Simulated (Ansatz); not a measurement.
Isolated molecules relaxed with PBE0-D4/def2-TZVP in Ansatz; ΔE leaves out vibrations. CCSD(T)/CBS is the MP2 limit (def2-TZVPP, def2-QZVPP) plus CCSD(T) − MP2 in def2-TZVPP, frozen cores. This one scheme is used for every species. Functionals use def2-TZVPP. B3LYP here is the variant with VWN-RPA as its local correlation; programs differ in this. For Ti outer-core shells are correlated without core-valence functions, which leaves a few kJ/mol of doubt a bond. Scalar relativity is left out up to krypton. One conformer a species, not always the lowest.

Consider the ligand exchange at a Ti–O bond: `C[O][Ti]([F])([F])[F]` + H₂S → `[F][Ti]([F])([F])[SH]` + CH₃OH.

`C[O][Ti]([F])([F])[F]`:

Cartesian coordinates in Å:
```
C 0.236 -1.592 0.158
O 0.036 -0.219 0.018
Ti -0.220 1.488 -0.148
F -1.930 1.799 -0.406
F 0.699 2.086 -1.521
F 0.310 2.303 1.315
H 0.642 -1.806 1.150
H -0.714 -2.117 0.037
H 0.940 -1.941 -0.602
```

H₂S:

```xyz
3

S     0.132   -0.378    0.473
H    -1.010    0.099   -0.044
H     0.877    0.279   -0.429
```

`[F][Ti]([F])([F])[SH]`:

Z-matrix (Å, degrees):
```
Ti
F 1 1.738
F 1 1.744 2 112.1
F 1 1.744 2 112.2 3 121.4
S 1 2.273 2 105.7 3 -119.3
H 5 1.349 1 90.7 2 -179.6
```

CH₃OH:

Z-matrix (Å, degrees):
```
C
O 1 1.409
H 1 1.097 2 112.4
H 1 1.090 2 107.0 3 -118.5
H 1 1.097 2 112.4 3 123.0
H 2 0.959 1 108.5 3 -61.6
```

```json
{"level": "LDA (SPW92)", "ΔE (kcal/mol)": "14.2", "difference from CCSD(T)/CBS": "-0.1"}
{"level": "revPBE-D4", "ΔE (kcal/mol)": "12.4", "difference from CCSD(T)/CBS": "-1.9"}
{"level": "r2SCANh-D4", "ΔE (kcal/mol)": "13.4", "difference from CCSD(T)/CBS": "-0.9"}
{"level": "BHLYP-D4", "ΔE (kcal/mol)": "15.5", "difference from CCSD(T)/CBS": "1.2"}
{"level": "ωB97X-V", "ΔE (kcal/mol)": "15.3", "difference from CCSD(T)/CBS": "1.0"}
{"level": "ωB97M-V", "ΔE (kcal/mol)": "14.3", "difference from CCSD(T)/CBS": "0.0"}
{"level": "PBE", "ΔE (kcal/mol)": "12.6", "difference from CCSD(T)/CBS": "-1.7"}
{"level": "BLYP", "ΔE (kcal/mol)": "14.7", "difference from CCSD(T)/CBS": "0.4"}
{"level": "B3LYP", "ΔE (kcal/mol)": "14.9", "difference from CCSD(T)/CBS": "0.6"}
{"level": "BHLYP", "ΔE (kcal/mol)": "15.8", "difference from CCSD(T)/CBS": "1.5"}
{"level": "RPA@PBE/def2-TZVPP", "ΔE (kcal/mol)": "14.2", "difference from CCSD(T)/CBS": "-0.1"}
{"level": "CCSD(T)/def2-TZVPP", "ΔE (kcal/mol)": "15.3", "difference from CCSD(T)/CBS": "1.0"}
{"level": "MP2/def2-QZVPP", "ΔE (kcal/mol)": "14.4", "difference from CCSD(T)/CBS": "0.1"}
{"level": "SCS-MP2/def2-QZVPP", "ΔE (kcal/mol)": "15.2", "difference from CCSD(T)/CBS": "0.9"}
{"level": "HF/CBS(def2)", "ΔE (kcal/mol)": "17.4", "difference from CCSD(T)/CBS": "3.1"}
{"level": "CCSD/CBS(def2)", "ΔE (kcal/mol)": "15.3", "difference from CCSD(T)/CBS": "1.0"}
{"level": "CCSD(T)/CBS", "ΔE (kcal/mol)": "14.3", "difference from CCSD(T)/CBS": "0"}
```

Largest T1 diagnostic among the species: 0.025, so the coupled-cluster value is less sure than usual.

In def2-TZVPP, CCSD(T) changes the Hartree–Fock value by −2.3 kcal/mol (the triples alone add −1.0 kcal/mol) and MP2 by −2.6 kcal/mol. From BLYP to BHLYP (50 % exact exchange), in def2-TZVPP and without D4, ΔE moves by +1.2 kcal/mol.

CCSD(T)/CBS has its own doubt, a few kJ/mol and more with outer-core shells, so smaller differences from it don't rank the levels.
